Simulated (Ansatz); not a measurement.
Cost and result for the atomization energy of `N=C([SiH3])I` (8 atoms, 7 bonds).

```csv
atom,x (Å),y (Å),z (Å)
N1,0.0492,-0.9404,-1.6393
C2,-0.4506,-0.2866,-0.7010
Si3,0.3265,0.4148,0.8739
I4,-2.5486,0.1682,-0.8060
H5,1.0486,-1.1040,-1.4958
H6,-0.3517,-0.1871,2.0449
H7,0.1580,1.8863,0.8698
H8,1.7686,0.0488,0.8535
```

Total charge 0; spin multiplicity 1. Correlated methods include outer-core shells of I, which these sets cover unevenly. I takes the def2 core potential. All single points use the PBE0-D4/def2-TZVP geometry. It is one conformer, not always the lowest. Program: Ansatz. All runs use 4 threads of an Arm Neoverse V2 on a shared host. Times are those of one run each, without the atoms' runs, and a repeat can differ threefold. Electronic energies, without spin–orbit coupling; frozen cores. CCSD(T)/CBS adds CCSD(T) − MP2 in def2-TZVPP to the MP2 limit, and its time is that of the two runs behind it. T1 = 0.012. With those shells the extrapolation isn't a true limit. B3LYP takes the VWN-RPA correlation (the form of Gaussian; ORCA's B3LYP/G).

CCSD(T)/CBS is a level of theory with its own doubt, some kJ/mol a heavy atom from the limit and from the frozen cores, so smaller differences don't rank the functionals.

| level | functions | wall time |
| --- | --- | --- |
| LDA (SPW92)/def2-TZVPP | 210 | 1.1 s |
| PBE0-D4/def2-TZVPP | 210 | 2.6 s |
| CAM-B3LYP-D4/def2-TZVPP | 210 | 3 s |
| CCSD(T)/def2-SVP | 92 | 3.9 s |
| B3LYP-D4/def2-TZVPP (with forces) | 210 | 4 s |
| r2SCAN-D4/def2-TZVPP (with forces) | 210 | 4.2 s |
| r2SCANh-D4/def2-TZVPP | 210 | 4.7 s |
| B2PLYP/def2-TZVPP | 210 | 4.9 s |
| PBE-QIDH/def2-TZVPP | 210 | 5 s |
| ωB97M-V/def2-TZVPP (with forces) | 210 | 9.5 s |
| MP2/def2-QZVPP | 386 | 16 s |
| CCSD(T)/def2-TZVPP | 210 | 100 s |
| CCSD(T)/CBS(def2) | – | 120 s |

(1) What atomization energy does each give, and how far from CCSD(T)/CBS? (Estimate.)

Answers

(1) Computed: 
| level | atomization (kcal/mol) | difference from CCSD(T)/CBS | per bond |
| --- | --- | --- | --- |
| LDA (SPW92)/def2-TZVPP | 703.5 | 94.1 | 13.4 |
| PBE0-D4/def2-TZVPP | 608.1 | -1.3 | -0.2 |
| CAM-B3LYP-D4/def2-TZVPP | 608.4 | -1.0 | -0.2 |
| CCSD(T)/def2-SVP | 562.0 | -47.4 | -6.8 |
| B3LYP-D4/def2-TZVPP (with forces) | 610.5 | 1.1 | 0.2 |
| r2SCAN-D4/def2-TZVPP (with forces) | 608.2 | -1.2 | -0.2 |
| r2SCANh-D4/def2-TZVPP | 602.4 | -7.0 | -1.0 |
| B2PLYP/def2-TZVPP | 600.8 | -8.6 | -1.2 |
| PBE-QIDH/def2-TZVPP | 599.5 | -9.9 | -1.4 |
| ωB97M-V/def2-TZVPP (with forces) | 607.7 | -1.7 | -0.2 |
| MP2/def2-QZVPP | 610.5 | 1.1 | 0.1 |
| CCSD(T)/def2-TZVPP | 588.3 | -21.1 | -3.0 |
| CCSD(T)/CBS(def2) | 609.4 | 0.0 | 0.0 |

Leaving LDA and LC-ωPBE aside and taking each functional with its dispersion term where it has one, the values, not all of them listed here, spread over 38.2 kcal/mol, from BHLYP-D4 to PBE-D4. LDA lies +83.3 kcal/mol from PBE without D4, its usual overbinding. In def2-TZVPP, CCSD(T) changes the Hartree–Fock value by +179.8 kcal/mol (the triples alone add +13.4 kcal/mol) and MP2 by +189.4 kcal/mol; breaking electron pairs costs correlation energy, which Hartree–Fock lacks. At CCSD(T), def2-SVP lies −47.5 kcal/mol from the extrapolated value and def2-TZVPP −21.1 kcal/mol: correlation converges slowly with the basis, and small sets miss more of it in the bonded molecule than in its fragments.

Spin–orbit coupling would lower the free I atoms strongly, and the atomization energy with them, by more than many differences here.
